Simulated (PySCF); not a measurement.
Geometry (Å), atoms numbered from 1 in this order:
```xyz
19

C     2.412   -1.087   -0.004
O     1.556   -0.115    0.526
C     0.545    0.281   -0.378
C    -0.515   -0.815   -0.611
C    -1.863   -0.116   -0.456
C    -1.586    0.922    0.625
C    -0.218    1.468    0.226
H     3.185   -1.284    0.739
H     2.889   -0.736   -0.930
H     1.889   -2.028   -0.224
H     1.024    0.567   -1.325
H    -0.403   -1.333   -1.566
H    -0.397   -1.558    0.185
H    -2.673   -0.805   -0.207
H    -2.138    0.388   -1.389
H    -2.353    1.695    0.693
H    -1.525    0.430    1.601
H     0.349    1.895    1.053
H    -0.337    2.249   -0.531
```

Geometry: PBE0-D3(BJ)/def2-TZVP; GIAO shifts from PySCF 2.14, gas phase, non-relativistic, averaged over equivalent atoms.

At PBE0/pcSseg-2 (420 basis functions):
| atoms | δ (ppm) |
| --- | --- |
| C3 | 87.7 |
| C1 | 59.0 |
| C4/C7 | 38.5 |
| C5/C6 | 30.7 |
| O2 | 55.0 |
| H11 | 3.78 |
| H8/H9/H10 | 3.22 |
| H12/H19 | 1.97 |
| H14/H17 | 1.72 |
| H13/H18 | 1.56 |
| H15/H16 | 1.47 |

Shifts are taken against calculated references (same method and geometry level): 13C (σ = 186.03 ppm), 1H (σ = 31.52 ppm) against TMS; 17O (σ = 329.54 ppm) against H2O.

Problem. What do these become at KT3/pcSseg-2?

Solution. 
| atoms | δ at KT3/pcSseg-2 | change |
| --- | --- | --- |
| C3 | 87.6 | -0.1 |
| C1 | 59.0 | +0.0 |
| C4/C7 | 38.4 | -0.1 |
| C5/C6 | 31.6 | +0.9 |
| O2 | 68.4 | +13.4 |
| H11 | 3.90 | +0.12 |
| H8/H9/H10 | 3.29 | +0.07 |
| H12/H19 | 2.05 | +0.08 |
| H14/H17 | 1.80 | +0.08 |
| H13/H18 | 1.60 | +0.04 |
| H15/H16 | 1.54 | +0.07 |

Shifts are taken against calculated references (same method and geometry level): 13C (σref 183.24) and 1H (σref 31.63) against TMS; 17O (σref 325.30) vs H2O.

The largest change is at O2 (ether oxygen). Cost: 420 basis functions. The order of the carbon signals is the same at both levels.

Experimental scales use liquid or dissolved standards, which lie at an offset from isolated H2O (liquid H2O: subtract about 36 ppm).
